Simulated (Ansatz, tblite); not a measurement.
Cost and result up the ladder for Pt(PH3)2 (P2PtH6) (9 atoms). The state is a singlet with charge 0. Geometry: PBE0-D4/def2-SVP.

Cartesian coordinates in Å:
```
Pt 0.004 0.003 0.004
P 1.585 -0.148 -1.576
H 1.431 0.558 -2.801
H 1.906 -1.415 -2.137
H 2.915 0.267 -1.293
P -1.583 0.150 1.578
H -1.843 1.396 2.211
H -1.486 -0.636 2.759
H -2.930 -0.173 1.255
```

Ansatz on 4 threads of AMD EPYC 7B13 on a shared host; xTB runs through tblite on one thread. Times are rough, summed over both states, and most runs start from the orbitals of an earlier one. PBE0-D4/def2-TZVP serves as the yardstick here, not as an exact answer. The other state is a doublet.

In the def2 sets Pt takes a core potential; there is no spin–orbit coupling. The xTB rows come from tblite.

Raw xTB energies of ions are shifted by several eV.

```json
{"level": "GFN2-xTB", "functions": "33", "wall time": "0.008 s", "vertical IE (eV)": "11.78", "difference from PBE0-D4/def2-TZVP (eV)": "4.17"}
{"level": "GFN1-xTB", "functions": "39", "wall time": "0.011 s", "vertical IE (eV)": "12.99", "difference from PBE0-D4/def2-TZVP (eV)": "5.38"}
{"level": "PBE-D4/def2-TZVP", "functions": "150", "wall time": "2.9 s", "vertical IE (eV)": "7.86", "difference from PBE0-D4/def2-TZVP (eV)": "0.25"}
{"level": "PBE0-D4/def2-TZVP (with forces)", "functions": "150", "wall time": "5.5 s", "vertical IE (eV)": "7.61", "difference from PBE0-D4/def2-TZVP (eV)": "0.00"}
{"level": "r2SCAN-D4/def2-TZVP", "functions": "150", "wall time": "11 s", "vertical IE (eV)": "7.78", "difference from PBE0-D4/def2-TZVP (eV)": "0.16"}
```
